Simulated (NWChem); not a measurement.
System: triflic acid (CHF3O3S); SMILES O=S(=O)(O)C(F)(F)F

Here is an NWChem input.

```
start job
memory heap 200 mb stack 900 mb global 1100 mb
geometry units angstroms noautosym nocenter noautoz
  O     -1.172217    -1.214535    -0.814503
  S      0.135924    -0.860162     0.054000
  O     -0.090028    -1.260252     1.423870
  O      1.283082    -1.236088    -0.724218
  C      0.014536     0.991597     0.007690
  F      0.981237     1.497855     0.744044
  F      0.123300     1.420978    -1.231066
  F     -1.158211     1.356198     0.501529
  H     -1.920664    -1.336549    -0.207563
end
basis spherical
  O library def2-svp
  S library def2-svp
  C library def2-svp
  F library def2-svp
  H library def2-svp
end
dft
  xc xpbe96 cpbe96
  iterations 150
end
cosmo
  dielec 11.7
end
task dft energy
```

Excerpt of the output:

```
             Northwest Computational Chemistry Package (NWChem) 7.3.0
             --------------------------------------------------------

                             Geometry "geometry" -> ""
                             -------------------------

 Output coordinates in angstroms (scale by  1.889725989 to convert to a.u.)

  No.       Tag          Charge          X              Y              Z
 ---- ---------------- ---------- -------------- -------------- --------------
    1 O                    8.0000    -1.17221700    -1.21453500    -0.81450300
    2 S                   16.0000     0.13592400    -0.86016200     0.05400000
    3 O                    8.0000    -0.09002800    -1.26025200     1.42387000
    4 O                    8.0000     1.28308200    -1.23608800    -0.72421800
    5 C                    6.0000     0.01453600     0.99159700     0.00769000
    6 F                    9.0000     0.98123700     1.49785500     0.74404400
    7 F                    9.0000     0.12330000     1.42097800    -1.23106600
    8 F                    9.0000    -1.15821100     1.35619800     0.50152900
    9 H                    1.0000    -1.92066400    -1.33654900    -0.20756300

 Effective nuclear repulsion energy (a.u.)     568.5464802361

  pbe96 is a nonlocal functional; adding pw91lda local functional.

                                 NWChem DFT Module
                                 -----------------

 Summary of "ao basis" -> "ao basis" (spherical)
 ------------------------------------------------------------------------------
       Tag                 Description            Shells   Functions and Types
 ---------------- ------------------------------  ------  ---------------------
 O                          def2-svp                 6       14   3s2p1d
 S                          def2-svp                 8       18   4s3p1d
 C                          def2-svp                 6       14   3s2p1d
 F                          def2-svp                 6       14   3s2p1d
 H                          def2-svp                 3        5   2s1p

 in cosmo_initialize ...

 solvent parameters
 solvname_short: unkn
 solvname_long:  unknown
 dielec:       11.7000

          ---------------
          -cosmo- solvent
          ---------------
 Cosmo: York-Karplus, doi: 10.1021/jp992097l
 dielectric constant -eps-     =  11.70
 screen = (eps-1)/(eps    )    =   0.91453
 surface charge correction     = lagrangian

   van der Waals surface
 --------------------------

 ---------- ATOMIC COORDINATES (A.U.) ------------ VDWR(ANG.) --
     1   -2.21516893   -2.29513835   -1.53918749     1.720
     2    0.25685912   -1.62547049    0.10204520     2.160
     3   -0.17012825   -2.38153096    2.69072414     1.720
     4    2.42467340   -2.33586762   -1.36857358     1.720
     5    0.02746906    1.87384662    0.01453199     2.000
     6    1.85426906    2.83053552    1.40603928     1.720
     7    0.23300321    2.68525906   -2.32637741     1.720
     8   -2.18870143    2.56284261    0.94775239     1.720
     9   -3.62952868   -2.52571138   -0.39223720     1.300
 number of segments per atom =         32
 number of   points per atom =         32
 atom (   nspa,  nppa )
 ----------------------
    1 (     16,     0 )       0
    2 (     11,     0 )       0
    3 (     20,     0 )       0
    4 (     20,     0 )       0
    5 (      8,     0 )       0
    6 (     19,     0 )       0
    7 (     20,     0 )       0
    8 (     20,     0 )       0
    9 (     17,     0 )       0
 number of -cosmo- surface points =      151
 molecular surface =    133.825 angstrom**2
 molecular volume  =    112.961 angstrom**3
 G(cav/disp)       =      1.529 kcal/mol
 -lineq- algorithm             =   0
 -bem- low  level              =   2
 -bem- from -octahedral-
 gaussian surface charge width =   4.50000
 degree of switching           =   1.00000
 switching function tolerance  =   0.00010
 atomic radii =
 --------------
    1  8.000  1.720
    2 16.000  2.160
    3  8.000  1.720
    4  8.000  1.720
    5  6.000  2.000
    6  9.000  1.720
    7  9.000  1.720
    8  9.000  1.720
    9  1.000  1.300
 ...... end of -cosmo- initialization ......

            General Information
            -------------------
          SCF calculation type: DFT
          Wavefunction type:  closed shell.
          No. of atoms     :     9
          No. of electrons :    74
           Alpha electrons :    37
            Beta electrons :    37
          Charge           :     0
          Spin multiplicity:     1
          Use of symmetry is: off; symmetry adaption is: off
          Maximum number of iterations: 150
          AO basis - number of functions:   121
                     number of shells:    53
          Convergence on energy requested:  1.00D-06
          Convergence on density requested:  1.00D-05
          Convergence on gradient requested:  5.00D-04

              XC Information
              --------------
          PerdewBurkeErnzerhof Exchange Functional  1.000
            Perdew 1991 LDA Correlation Functional  1.000 local
           PerdewBurkeErnz. Correlation Functional  1.000 non-local

             Grid Information
             ----------------
          Grid used for XC integration:  medium
          Radial quadrature: Mura-Knowles
          Angular quadrature: Lebedev.
          Tag              B.-S. Rad. Rad. Pts. Rad. Cut. Ang. Pts.
          ---              ---------- --------- --------- ---------
          O                   0.60       49           9.0       434
          S                   1.00       88           7.0       590
          C                   0.70       49           9.0       434
          F                   0.50       49          11.0       434
          H                   0.35       45           9.0       434
          Grid pruning is: on
          Number of quadrature shells:   476
          Spatial weights used:  Erf1

      Superposition of Atomic Density Guess
      -------------------------------------

 Sum of atomic energies:        -957.42240369

      Non-variational initial energy
      ------------------------------

 Total energy =    -960.410102
 1-e energy   =   -2460.954038
 2-e energy   =     931.997456
 HOMO         =      -0.338757
 LUMO         =       0.107627

   convergence    iter        energy       DeltaE   RMS-Dens  Diis-err
 ---------------- ----- ----------------- --------- --------- ---------
     COSMO gas phase
 d= 0,ls=0.0,diis     1   -960.2947724662 -1.53D+03  3.83D-02  4.23D+00
 d= 0,ls=0.0,diis     2   -957.8331244830  2.46D+00  2.88D-02  3.11D+01
 d= 0,ls=0.0,diis     3   -960.7112133162 -2.88D+00  6.18D-03  4.55D-01
 d= 0,ls=0.0,diis     4   -960.7210387970 -9.83D-03  3.15D-03  3.68D-01
 d= 0,ls=0.0,diis     5   -960.7545785230 -3.35D-02  8.96D-04  1.67D-02
  Resetting Diis
 d= 0,ls=0.0,diis     6   -960.7559672701 -1.39D-03  3.45D-04  3.26D-03
 d= 0,ls=0.0,diis     7   -960.7562322995 -2.65D-04  4.13D-04  4.77D-04
 d= 0,ls=0.0,diis     8   -960.7558925788  3.40D-04  3.08D-04  3.92D-03
 d= 0,ls=0.0,diis     9   -960.7562779458 -3.85D-04  3.05D-05  2.11D-05
 d= 0,ls=0.0,diis    10   -960.7562799891 -2.04D-06  7.71D-06  1.85D-06
 d= 0,ls=0.0,diis    11   -960.7562801595 -1.70D-07  2.44D-06  1.06D-07

   convergence    iter        energy       DeltaE   RMS-Dens  Diis-err
 ---------------- ----- ----------------- --------- --------- ---------
     COSMO solvation phase
 d= 0,ls=0.0,diis     1   -960.7664563590 -1.02D-02  1.68D-03  5.09D-03
 d= 0,ls=0.0,diis     2   -960.7668355721 -3.79D-04  6.62D-04  9.00D-03
 d= 0,ls=0.0,diis     3   -960.7676224433 -7.87D-04  2.08D-04  1.67D-03
 d= 0,ls=0.0,diis     4   -960.7677654135 -1.43D-04  6.47D-05  8.14D-05
 d= 0,ls=0.0,diis     5   -960.7677701127 -4.70D-06  2.98D-05  3.15D-05
 d= 0,ls=0.0,diis     6   -960.7677728820 -2.77D-06  9.92D-06  2.13D-06
 d= 0,ls=0.0,diis     7   -960.7677730412 -1.59D-07  3.56D-06  5.06D-07

         Total DFT energy =     -960.767773041212
      One electron energy =    -2458.408353203860
           Coulomb energy =     1017.513767412790
    Exchange-Corr. energy =      -88.045996514798
 Nuclear repulsion energy =      568.546480236145

             COSMO energy =       -0.373670971489

 Numeric. integr. density =       74.000002699268

                                   COSMO solvation results
                                   -----------------------

                 gas phase energy =      -960.756280159538
                 sol phase energy =      -960.767773041212
 (electrostatic) solvation energy =         0.011492881674 (    7.21 kcal/mol)

                       DFT Final Molecular Orbital Analysis
                       ------------------------------------

 Vector   35  Occ=2.000000D+00  E=-3.124845D-01
              MO Center=  4.7D-01, -1.1D+00,  3.0D-01, r^2= 2.5D+00
   Bfn.  Coefficient  Atom+Function         Bfn.  Coefficient  Atom+Function
  ----- ------------  ---------------      ----- ------------  ---------------
    51      0.404320  4 O  py                37     -0.350313  3 O  py
    54      0.294338  4 O  py                40     -0.254653  3 O  py
    38     -0.231911  3 O  pz                41     -0.160918  3 O  pz
    50      0.135043  4 O  px                29     -0.119225  2 S  d -1
     6     -0.109544  1 O  pz                36     -0.102664  3 O  px

 Vector   36  Occ=2.000000D+00  E=-2.960242D-01
              MO Center=  2.9D-01, -8.6D-01,  3.5D-01, r^2= 2.9D+00
   Bfn.  Coefficient  Atom+Function         Bfn.  Coefficient  Atom+Function
  ----- ------------  ---------------      ----- ------------  ---------------
    36      0.334021  3 O  px                52     -0.322189  4 O  pz
    37     -0.294802  3 O  py                39      0.243211  3 O  px
    55     -0.227827  4 O  pz                40     -0.216719  3 O  py
    65     -0.191332  5 C  py                18      0.178919  2 S  s
    93     -0.164163  7 F  py                51     -0.149703  4 O  py

 Vector   37  Occ=2.000000D+00  E=-2.913255D-01
              MO Center=  1.7D-01, -7.9D-01,  1.8D-01, r^2= 3.1D+00
   Bfn.  Coefficient  Atom+Function         Bfn.  Coefficient  Atom+Function
  ----- ------------  ---------------      ----- ------------  ---------------
    36      0.326632  3 O  px                51      0.268759  4 O  py
    39      0.230802  3 O  px                65      0.218631  5 C  py
    52     -0.216676  4 O  pz                 6      0.213220  1 O  pz
    37      0.211760  3 O  py                54      0.200191  4 O  py
   107      0.163699  8 F  py                18     -0.161074  2 S  s

 Vector   38  Occ=0.000000D+00  E=-3.585749D-03
              MO Center= -2.3D-01, -7.2D-01, -5.3D-02, r^2= 2.9D+00
   Bfn.  Coefficient  Atom+Function         Bfn.  Coefficient  Atom+Function
  ----- ------------  ---------------      ----- ------------  ---------------
     3      0.625632  1 O  s                 25      0.474897  2 S  px
    27      0.453995  2 S  pz               118     -0.372164  9 H  s
    22      0.289633  2 S  px                18     -0.280345  2 S  s
    17     -0.273420  2 S  s                  9      0.254279  1 O  pz
    67      0.245097  5 C  px                 2      0.227724  1 O  s

 Vector   39  Occ=0.000000D+00  E= 5.423413D-03
              MO Center=  6.2D-02, -4.8D-01,  1.0D-01, r^2= 2.8D+00
   Bfn.  Coefficient  Atom+Function         Bfn.  Coefficient  Atom+Function
  ----- ------------  ---------------      ----- ------------  ---------------
    18      1.284511  2 S  s                 63     -0.526020  5 C  s
    49     -0.437852  4 O  s                 17      0.433542  2 S  s
    68      0.417199  5 C  py                65      0.412783  5 C  py
   118      0.369459  9 H  s                 25      0.337495  2 S  px
    35     -0.337807  3 O  s                  3     -0.329018  1 O  s

 Vector   40  Occ=0.000000D+00  E= 3.108428D-02
              MO Center=  1.4D-01, -8.0D-01,  6.9D-02, r^2= 2.4D+00
   Bfn.  Coefficient  Atom+Function         Bfn.  Coefficient  Atom+Function
  ----- ------------  ---------------      ----- ------------  ---------------
    26      1.058786  2 S  py                63     -0.868785  5 C  s
    68      0.438272  5 C  py                23      0.425376  2 S  py
    65      0.313424  5 C  py                77      0.241376  6 F  s
    25     -0.227426  2 S  px                40     -0.224748  3 O  py
    49      0.222808  4 O  s                 20      0.213925  2 S  py

     Multipole analysis of the density
     ---------------------------------

     L   x y z        total         alpha         beta         nuclear
     -   - - -        -----         -----         ----         -------
     0   0 0 0     -0.000000    -37.000000    -37.000000     74.000000

     1   1 0 0     -1.241429     -0.644304     -0.644304      0.047179
     1   0 1 0      0.339875      0.511298      0.511298     -0.682720
     1   0 0 1      0.017962      0.089926      0.089926     -0.161889

     2   2 0 0    -33.978705   -104.639583   -104.639583    175.300460
     2   1 1 0      3.603726     -0.090546     -0.090546      3.784819
     2   1 0 1      0.585040      0.877536      0.877536     -1.170031
     2   0 2 0    -36.763700   -216.883300   -216.883300    397.002900
     2   0 1 1      0.091020     -1.218560     -1.218560      2.528140
     2   0 0 2    -40.245278   -103.504314   -103.504314    166.763350
```

Level: PBE/def2-SVP, COSMO on the gas-phase geometry. The geometry was optimised at PBE0/def2-SVP. COSMO prints the solvation energy as gas minus solution, so a positive value is a stabilisation.
